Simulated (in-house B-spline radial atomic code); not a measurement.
A fraction x of an electron is removed from 4d in Zr3+, starting from [Kr] 4d1 and keeping the highest spin. All numbers are computed (scalar-relativistic (X2C) TPSSh, spin-polarised, spherical fractional occupations; Fermi nucleus of rms radius 4.2694 fm) with an all-electron radial atomic-structure program (B-spline basis), not measured.

Caution: exact exchange at fractional occupations of open shells leaves self-interaction of up to several eV.

```
   x  E(x) - E(0) (eV)  4d up level (eV)
   0            0.0000           -28.054
0.08            2.2797           -28.939
0.16            4.6304           -29.830
0.28            8.2909           -31.181
0.46           14.0879           -33.235
 0.5           15.4266           -33.697
0.55           17.1258           -34.275
0.67           21.3226           -35.674
0.86           28.3131           -37.915
0.89           29.4559           -38.272
   1           33.7380                 -
```

The exact functional would give a straight line between the two integer points. Deviations E(x) - E(0) - x[E(1) - E(0)], in eV: -0.419 at x = 0.08, -0.768 at x = 0.16, -1.156 at x = 0.28, -1.432 at x = 0.46, -1.442 at x = 0.5, -1.43 at x = 0.55, -1.282 at x = 0.67, -0.702 at x = 0.86, -0.571 at x = 0.89.

The curve lies below the straight line by up to 1.442 eV (at x = 0.5): convex, the delocalisation error, to which spherically averaged exact exchange adds.

How well does Slater's transition state (minus the level at half occupation) give the ionisation energy?

It gives 33.697 eV against 33.738 eV from the two total energies; NIST lists 34.42 eV, ground level to ground level. The end point has an open shell averaged over its orbitals, so its exact exchange keeps a self-interaction and this is no true integer point.
